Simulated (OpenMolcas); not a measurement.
An atom or ion with 39 electrons was computed by SS-CASPT2, IPEA 0.25 Eh, imaginary shift 0.1 Eh with spin-orbit coupling (OpenMolcas, ANO-RCC-VQZP, DKH2). The lowest levels that the run gave, each within 12 % of the measured value where one is at hand:

```tsv
J	Parity	E (eV)	g
3/2	even	0.0000	0.403
5/2	even	0.0936	1.029
7/2	even	0.2117	1.237
9/2	even	0.346	1.331
1/2	even	1.354	2.576
3/2	even	1.358	1.672
7/2	even	1.448	0.891
5/2	even	1.500	1.596
9/2	even	1.536	1.087
3/2	even	1.850	1.076
1/2	even	1.928	0.761
9/2	even	1.991	0.937
```

Q: Which ion is it, and what are the configurations and terms?

A: Mo³⁺ (Z = 42, charge +3; active space 3 electrons in 5 orbitals (4d)). J, parity and g give the terms where levels are pure, and mixed ones are named by the computed weights; the size of the splittings, set against known spectra of the 39-electron sequence, gives the charge. In order, with the measured energies in eV (Sugar and Musgrove, J. Phys. Chem. Ref. Data 17, 155 (1988)): 4d³ ⁴F_3/2, 4d³ ⁴F_5/2 (0.0965), 4d³ ⁴F_7/2 (0.2182), 4d³ ⁴F_9/2 (0.3552), 4d³ ⁴P_1/2 (1.2817), 4d³ ⁴P_3/2 (1.2808), 4d³ ²G_7/2 (1.4358), 4d³ ⁴P_5/2 (1.4397), 4d³ ²G_9/2 (1.5263), 4d³ ²D_3/2(1) [55 %], 4d³ ²P_1/2 (1.7789), 4d³ ²H_9/2 (1.9831).

Term energies are means over components that CASPT2 splits; among the terms shown or strongly mixed into the levels shown the widest spread is 600 cm-1 (4d³ ²H). The CASPT2 spread within a term exceeds the gap to the next term for 4d³ ²P and 4d³ ²H, so the order of their levels is uncertain. Measured partners are found by configuration, term and J. A level has none where our copy of the source lacks it or the pairing is in doubt (some pairs that miss far off the trend of their configuration count as doubtful), and it then counts in no deviation. Levels of configurations outside the active space are missing.

A share in square brackets marks a mixed level and gives the weight of the term that names it. A number in round brackets counts repeated terms of one configuration in the order of the reference energies.
